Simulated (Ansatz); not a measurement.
Molecule: difluoroborinic acid, sum formula HBOF2, net charge 0, singlet state. 
Coordinates optimised at B3LYP-D3(BJ)/def2-TZVP (Ansatz, a first-principles code):
SMILES: OB(F)F
```xyz
5

B     -0.0138    -0.0173    -0.0022
F     -0.3836     1.2557     0.1315
F     -0.9587    -0.9338    -0.1214
O      1.2809    -0.3932    -0.0192
H      1.9030     0.3355     0.0731
```
Charge 0, spin multiplicity 1.

Atomisation energy built up term by term with Ansatz (kcal/mol; UHF references for open shells; valence terms freeze the core; atomic spin-orbit terms are left out). Basis-set limits of correlation are two-point, X^-3; Hartree-Fock from the larger set.

```tsv
term	basis	kcal/mol
Hartree-Fock	cc-pVQZ	417.60
CCSD correlation	CBS(cc-pVTZ,cc-pVQZ)	?
(T)	CBS(cc-pVTZ,cc-pVQZ)	?
core correlation	cc-pwCVTZ	2.03
scalar relativity (X2C)	cc-pVTZ-DK against cc-pVTZ	-0.78
sum: De		?
```

Q: What belongs in the gaps?

A: 
- CCSD correlation, kcal/mol: 130.67
- (T), kcal/mol: 10.20
- sum: De, kcal/mol: 559.7
